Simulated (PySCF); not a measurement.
**State search for BeTl⁺**

Unrestricted PBE0; PySCF, scalar-relativistic core potentials, basis sets Be cc-pVDZ, Tl cc-pVDZ-PP with ECP60. Outer shells of the fragments: Be 2s2; Tl+ 5d10 6s2.

Followed along the bond (rough minima from three points):

```
2Ms+1  unpaired  ⟨S²⟩ at the start  R at minimum (Å)  Te (eV)
    1      none               0.00              3.08     0.00
    3      σ ↑↑               2.00              3.12     1.85
```

Solutions found at the starting distance of 2.490 Å, counted from the lowest of them; the search is not exhaustive and high or unbound solutions are not listed, so other states can lie among these:

```json
{"2Ms+1": "1", "unpaired": "none", "term": "¹Σ⁺", "E (eV)": "0.00", "⟨S²⟩": "0.00", "⟨Lz²⟩": "0.00", "μ (D)": "-4.31"}
{"2Ms+1": "3", "unpaired": "σ ↑↑", "term": "³Σ⁺", "E (eV)": "1.77", "⟨S²⟩": "2.00", "⟨Lz²⟩": "0.00", "μ (D)": "-2.82"}
{"2Ms+1": "3", "unpaired": "σ ↑, π ↑", "term": "³Π", "E (eV)": "1.80", "⟨S²⟩": "2.00", "⟨Lz²⟩": "1.00", "μ (D)": "-4.10"}
{"2Ms+1": "1", "unpaired": "σ ↑, π ↓", "term": "mixed", "E (eV)": "2.46", "⟨S²⟩": "1.00", "⟨Lz²⟩": "1.00", "μ (D)": "-4.59"}
```

A term symbol is given only where ⟨S²⟩ and ⟨Lz²⟩ are close to those of a pure state; real π, δ and φ orbitals otherwise mix terms. A positive dipole points towards Tl; it is taken about the centre of mass and depends on that origin.

**Question.** Compare the gap between the two lowest followed solutions at the starting distance with the gap between their minima.

**Answer.** At PBE0 the second solution (triplet, unpaired electrons σ ↑↑) lies +1.77 eV from the first (singlet, closed shell) at 2.490 Å and +1.85 eV at the minima; the two curves relax by different amounts, since their minima lie near 3.12 and 3.08 Å.

Spin–orbit coupling is left out. Counting both spins, an empty level lies below a filled one in some of these solutions, because spin and occupation are held.
